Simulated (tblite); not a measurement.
C₄H₁₃GeN₂P.
Bonds: C1–N2, N2–C3, C3–C4, C4–N5, N5–C6, N5–P7, P7–Ge8, N2–P7. Hydrogens: H9, H10, H11 on C1; H12, H13 on C3; H14, H15 on C4; H16, H17, H18 on C6; H19, H20, H21 on Ge8.

Computed with GFN2-xTB (tblite), gas phase: L-BFGS steps from a force-field or distance-geometry start until the largest atomic force falls under 0.01 eV/Å.

Step 94: E = -694.3041 eV
```
atom  x, y, z in Å  |  force x, y, z in eV/Å
C1     -1.8527    1.9134   -0.3226   -0.021   0.026  -0.024
N2     -0.9720    0.8456    0.0972    0.007  -0.044  -0.012
C3     -1.6364   -0.3587    0.5642    0.006  -0.034  -0.002
C4     -0.5022   -1.3564    0.7207   -0.021  -0.027   0.039
N5      0.2167   -1.2298   -0.5313   -0.011   0.048   0.041
C6      1.4080   -2.0292   -0.6706   -0.010  -0.012  -0.014
P7      0.3246    0.4198   -0.9733    0.016   0.035   0.025
Ge8     1.9923    1.3213    0.4652   -0.004   0.028  -0.006
H9     -1.2471    2.7730   -0.6067    0.023   0.004  -0.030
H10    -2.4859    2.2027    0.5174   -0.009  -0.006   0.040
H11    -2.4988    1.6422   -1.1658   -0.026  -0.030  -0.014
H12    -2.3622   -0.7407   -0.1712   -0.021   0.036   0.075
H13    -2.1523   -0.1534    1.5082    0.034  -0.009  -0.050
H14    -0.8602   -2.3821    0.8458    0.004   0.014  -0.014
H15     0.1224   -1.0861    1.5904   -0.017  -0.011  -0.065
H16     2.1580   -1.8141    0.1030    0.018   0.052   0.057
H17     1.1498   -3.0875   -0.6147   -0.034  -0.024  -0.010
H18     1.8474   -1.8211   -1.6446    0.034  -0.023  -0.038
H19     1.7448    2.7986    0.6290    0.023  -0.032   0.025
H20     3.3998    1.2878   -0.0854    0.028   0.003   0.006
H21     2.1968    0.8718    1.8993   -0.018   0.006  -0.028
```

Step 95: E = -694.3055 eV
```
atom  x, y, z in Å  |  force x, y, z in eV/Å
C1     -1.8582    1.9114   -0.3288   -0.018   0.012  -0.044
N2     -0.9740    0.8481    0.0956    0.023  -0.025   0.011
C3     -1.6342   -0.3563    0.5687   -0.002  -0.012  -0.007
C4     -0.4985   -1.3526    0.7237   -0.024  -0.025   0.031
N5      0.2162   -1.2259   -0.5307   -0.022   0.028   0.013
C6      1.4059   -2.0259   -0.6779    0.015  -0.013   0.003
P7      0.3247    0.4237   -0.9707    0.038   0.029   0.016
Ge8     1.9978    1.3143    0.4726   -0.034   0.048  -0.035
H9     -1.2548    2.7677   -0.6296    0.001  -0.014  -0.012
H10    -2.4863    2.2089    0.5124    0.001   0.003   0.036
H11    -2.5105    1.6275   -1.1636   -0.021  -0.016  -0.008
H12    -2.3621   -0.7377   -0.1648   -0.020   0.013   0.071
H13    -2.1501   -0.1498    1.5124    0.047  -0.007  -0.043
H14    -0.8574   -2.3782    0.8514    0.022   0.026  -0.013
H15     0.1303   -1.0795    1.5899   -0.034  -0.021  -0.063
H16     2.1628   -1.8057    0.0888    0.010   0.042   0.045
H17     1.1494   -3.0846   -0.6135   -0.033  -0.007  -0.015
H18     1.8387   -1.8226   -1.6567    0.013  -0.026  -0.016
H19     1.7475    2.7919    0.6353    0.029  -0.043   0.036
H20     3.4099    1.2835   -0.0645    0.029   0.000  -0.008
H21     2.1939    0.8590    1.9039   -0.019   0.008   0.003
```

Step 96: E = -694.3067 eV
```
atom  x, y, z in Å  |  force x, y, z in eV/Å
C1     -1.8605    1.9102   -0.3306   -0.018  -0.004  -0.046
N2     -0.9764    0.8469    0.0931    0.041  -0.025   0.035
C3     -1.6355   -0.3568    0.5704   -0.011   0.018  -0.021
C4     -0.5008   -1.3541    0.7228   -0.027  -0.002  -0.002
N5      0.2156   -1.2240   -0.5303   -0.027   0.014  -0.029
C6      1.4062   -2.0225   -0.6782    0.019  -0.012   0.020
P7      0.3240    0.4254   -0.9695    0.046   0.015   0.002
Ge8     2.0032    1.3129    0.4726   -0.045   0.044  -0.049
H9     -1.2559    2.7612   -0.6438   -0.012  -0.007   0.002
H10    -2.4811    2.2126    0.5147    0.005   0.018   0.019
H11    -2.5191    1.6209   -1.1586   -0.030  -0.009  -0.006
H12    -2.3688   -0.7345   -0.1591   -0.011  -0.007   0.055
H13    -2.1493   -0.1491    1.5145    0.054   0.000  -0.022
H14    -0.8617   -2.3784    0.8467    0.023  -0.001  -0.007
H15     0.1291   -1.0833    1.5870   -0.025  -0.019  -0.018
H16     2.1621   -1.7977    0.0880    0.020   0.033   0.046
H17     1.1528   -3.0820   -0.6108   -0.035   0.001  -0.018
H18     1.8392   -1.8201   -1.6572    0.004  -0.025  -0.015
H19     1.7519    2.7897    0.6362    0.028  -0.035   0.043
H20     3.4189    1.2855   -0.0552    0.023  -0.004  -0.021
H21     2.1971    0.8544    1.9013   -0.022   0.006   0.031
```

Question: Estimate the geometry and energy of step 97. (The exact step hangs on the optimiser's Hessian estimate; all steps are aligned on step 96, rigid shifts and turns removed.)

Answer: E = -694.3076 eV, largest force 0.051 eV/Å
```
atom  x, y, z in Å  |  force x, y, z in eV/Å
C1     -1.8638    1.9088   -0.3342    0.004  -0.020  -0.024
N2     -0.9787    0.8457    0.0902    0.037   0.000   0.028
C3     -1.6363   -0.3572    0.5716   -0.004   0.033  -0.019
C4     -0.5010   -1.3533    0.7229   -0.014   0.010  -0.035
N5      0.2147   -1.2221   -0.5310    0.000  -0.006  -0.046
C6      1.4058   -2.0210   -0.6807    0.029   0.003   0.029
P7      0.3248    0.4275   -0.9682    0.033  -0.001  -0.012
Ge8     2.0057    1.3123    0.4747   -0.029   0.019  -0.037
H9     -1.2585    2.7568   -0.6551   -0.020  -0.007   0.010
H10    -2.4778    2.2146    0.5150    0.001   0.026  -0.002
H11    -2.5263    1.6162   -1.1577   -0.035  -0.007   0.000
H12    -2.3739   -0.7345   -0.1526   -0.011  -0.019   0.029
H13    -2.1471   -0.1477    1.5162    0.049   0.007   0.005
H14    -0.8603   -2.3775    0.8478    0.020  -0.016  -0.006
H15     0.1303   -1.0804    1.5843   -0.017  -0.019   0.010
H16     2.1641   -1.7918    0.0839   -0.007   0.014   0.015
H17     1.1521   -3.0806   -0.6097   -0.025   0.017  -0.014
H18     1.8371   -1.8217   -1.6624   -0.015  -0.025   0.018
H19     1.7578    2.7876    0.6414    0.020  -0.009   0.045
H20     3.4248    1.2848   -0.0455    0.011  -0.006  -0.028
H21     2.1975    0.8508    1.9031   -0.026   0.007   0.033
```

The energy changes by -0.0009 eV. The first-order estimate −F·Δx gives -0.0013 eV and the mean of the old and new forces, exact on a quadratic surface, -0.0009 eV. The step makes an angle of 76° with the force vector and moves no atom by more than 0.012 Å.
